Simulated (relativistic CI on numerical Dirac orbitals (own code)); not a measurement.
**Ba VI: q coefficients and field-shift factors**

These numbers are calculated, not measured: Dirac-Coulomb-Breit CI, separate exchange-only KLI orbitals for each configuration, valence Slater integrals scaled by 0.85, P86 correlation energy added to each configuration, derivatives by finite differences, QED left out (own radial code, finite nucleus).

CI space (outside the closed core [Kr] 4d10): 5s²5p³, 5s5p⁴, 5s²5p²5d, 5p⁵, 5s²5p²4f, 5s5p³5d, 5s²5p5d², 5s²5d³, 5s²4f5d², 5s5p5d³. Double excitations out of closed p, d and f shells are left out; levels of such configurations are missing from the list, as are those of other unlisted configurations, and high levels can miss mixing partners.

With x = (α/α₀)² − 1 an excitation energy changes as ω = ω₀ + qx; K = 2q/ω₀ is the relative enhancement. Terms are leading LS components, so labels can repeat. The field-shift factor is F = δν/δ⟨r²⟩ for the transition from the lowest level.

Lowest level 5s²5p³ ⁴S°3/2.

```tsv
Level	ω₀ (cm⁻¹)	q (cm⁻¹)	F (GHz/fm²)
5s²5p³ ²D°3/2	17153.8	10670	-0.409
5s²5p³ ²D°5/2	23459.4	15500	-0.554
5s²5p³ ²P°1/2	35312.1	15800	-0.945
5s²5p³ ²P°3/2	48637.7	36170	-1.85
5s5p⁴ ⁴P5/2	134543.0	26560	-34.1
5s5p⁴ ⁴P3/2	145966.3	38490	-33.9
5s5p⁴ ⁴P1/2	148926.8	38970	-34.2
5s²5p²4f ⁴G°5/2	157611.0	13440	-2.26
5s²5p²4f ⁴G°7/2	160530.3	15080	-2.25
5s5p⁴ ²D3/2	166950.0	30950	-27.1
5s²5p²4f ⁴G°7/2	170295.8	31300	-3.03
5s²5p²4f ²D°5/2	170586.1	30740	-3.03
5s²5p²4f ⁴G°9/2	172049.7	33060	-3.02
5s5p⁴ ²D5/2	172216.6	40950	-29.5
5s²5p²4f ²G°7/2	173103.9	31830	-3.01
5s²5p²4f ⁴F°3/2	174450.3	31750	-3.08
5s²5p²4f ⁴D°5/2	175015.2	33540	-3.1
5s²5p²4f ²G°9/2	176895.0	32580	-3.01
5s²5p²4f ⁴G°11/2	177863.5	37260	-3.14
5s²5p²4f ⁴D°3/2	180431.2	37610	-3.33
5s²5p²4f ⁴D°1/2	180598.8	39350	-3.48
5s²5p²4f ⁴F°5/2	180686.2	33490	-3.12
5s²5p²4f ⁴F°7/2	180717.9	33080	-3.02
```

At this charge configurations can still be misplaced by up to about 7 % of their energy. Levels and lines within the n = 5 or 6 shells can be off by up to 10 % or somewhat more, and those that change n by about 2 %, since core polarisation is missing. Levels that differ in their count of f electrons can be misplaced by several ten thousand cm⁻¹, since the correlation energy of f electrons is missing or only estimated; rates across such gaps can be off by orders of magnitude.

Question: Which transition from the lowest level has the largest |K|?

Answer: 5s²5p³ ²P°3/2 at 48637.7 cm⁻¹, K = 1.49.
